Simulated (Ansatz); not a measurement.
PBE exchange is replaced step by step with exact exchange (0 % is PBE, 25 % PBE0; no dispersion term), basis def2-SVP, Ansatz. System: the cluster Nb₄N₄. Total charge 0; singlet. Geometry: r2SCAN-D4/def2-SVP.

Geometry of the singlet:

Cartesian coordinates in Å:
```
Nb 1.116 -1.144 -1.383
Nb 1.400 0.445 0.684
Nb -0.387 -1.271 1.095
Nb -0.862 1.559 1.022
N 0.774 0.754 -1.385
N -1.784 -0.023 1.365
N 0.128 1.625 -0.667
N -0.385 -1.944 -0.732
```

In the def2 sets Nb takes a core potential; there is no spin–orbit coupling. The restricted singlet is unstable towards broken spin symmetry at other levels; at PBE-D4/def2-SVP, PBE with 10 % exact exchange/def2-SVP, PBE with 15 % exact exchange/def2-SVP, PBE0-D4/def2-SVP and others this wasn't settled. The geometry of the singlet was relaxed on an unsound state (restricted singlet, unstable towards broken spin symmetry at other levels and untested here). At PBE0-D4/def2-TZVP a triplet of charge 0 lies 0.62 eV below the restricted singlet, each at its own geometry. The structure comes from a short search, and lower isomers may exist.

```json
{"exact exchange (%)": "0", "HOMO (eV)": "-3.27", "LUMO (eV)": "-3.26", "gap (eV)": "0.01"}
{"exact exchange (%)": "10", "HOMO (eV)": "-3.45", "LUMO (eV)": "-3.00", "gap (eV)": "0.45"}
{"exact exchange (%)": "15", "HOMO (eV)": "-3.55", "LUMO (eV)": "-2.87", "gap (eV)": "0.68"}
{"exact exchange (%)": "25", "HOMO (eV)": "-3.74", "LUMO (eV)": "-2.57", "gap (eV)": "1.17"}
{"exact exchange (%)": "40", "HOMO (eV)": "-4.08", "LUMO (eV)": "-2.10", "gap (eV)": "1.98"}
```
